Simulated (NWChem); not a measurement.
Molecule: C3H4ClFSi; SMILES [Si@@](Cl)(C)(F)C#C

```xyz
10

C      1.0325    -2.6859     0.0743
C      0.4951    -1.5996     0.0068
Si    -0.3378     0.0124    -0.0466
C     -1.5684     0.2464     1.3263
F     -1.0786     0.1421    -1.4714
Cl     1.0967     1.5024     0.0292
H      1.5112    -3.6396     0.1234
H     -1.0766     0.1846     2.3028
H     -2.0537     1.2250     1.2479
H     -2.3417    -0.5287     1.2805
```
Atoms are numbered in this order, from 1.

All runs: NWChem. Geometry: optimised at B3LYP/6-31G* (spherical d). Total energies of different functionals are on different scales.

```tsv
level	energy (Ha)	highest occupied level (eV)	orbital gap (eV)	dipole (D)
PBE/def2-TZVP	-965.8643	-7.43	5.81	2.38
B3LYP/def2-TZVP	-966.4957	-8.43	7.55	2.46
LDA (Slater exchange, VWN5)/def2-TZVP	-962.1030	?	?	2.45
BLYP/def2-TZVP	-966.3941	-7.25	5.80	2.35
CAM-B3LYP/def2-TZVP	-966.3891	-10.05	10.52	2.51
PBE0/def2-TZVP	-965.9407	-8.69	8.01	2.50
```

Question: Complete the blanks.

Answer: 
- LDA (Slater exchange, VWN5)/def2-TZVP, highest occupied level (eV): -7.62
- LDA (Slater exchange, VWN5)/def2-TZVP, orbital gap (eV): 5.74
